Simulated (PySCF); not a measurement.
Br2GaH2N. Atoms are numbered in the order given.

```xyz
6

Ga     0.0000     0.0000    -0.5661
Br     0.0000     1.9702     0.5697
Br     0.0000    -1.9702     0.5697
N      0.0000     0.0000    -2.3571
H      0.0000    -0.8470    -2.9142
H      0.0000     0.8470    -2.9142
```

Geometry: r2SCAN-D4/def2-SVP. The structure was generated by enumeration; whether it is a known compound was not checked. One conformer was computed; it need not be the lowest.

Method: B3LYP/def2-TZVP (PySCF).

Computed frontier levels, gap, dipole moment and polarisability:
```json
{
  "highest_occupied_level": "-7.71 eV",
  "lowest_empty_level": "-1.61 eV",
  "orbital_gap": "6.10 eV",
  "dipole_moment": "2.44 D",
  "quadrupole, principal values (traceless, Buckingham form, about the centre of nuclear charge)": "-5.00, -1.54, 6.54 D·Å",
  "mean_static_polarisability": "73.7 bohr³ (10.92 Å³)",
  "polarisability_principal_values": "52.4, 76.1, 92.5 bohr³"
}
```
